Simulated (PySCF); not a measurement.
Ionisation energy of Ta by level of theory

Ta [Xe] 4f14 5d3 6s2 (4F) → Ta⁺ [Xe] 4f14 5d3 6s1 (5F), as a difference of total energies. Computed with PySCF 2.14 in x2c-TZVPPall with one added diffuse shell each of s, p, d, f type (12s8p8d4f1g, 113 functions), with the spin-free X2C one-electron Hamiltonian (Gaussian nucleus). The calculations carry no spin-orbit coupling.

Order these methods by the ionisation energy they give, lowest first.
A. BP86
B. wB97X
C. B97-3
D. UHF

D (5.772 eV), A (7.600 eV), C (7.667 eV), B (7.929 eV).

For comparison: 7.573 eV (measured; NIST levels, between the centres of gravity of the two terms).
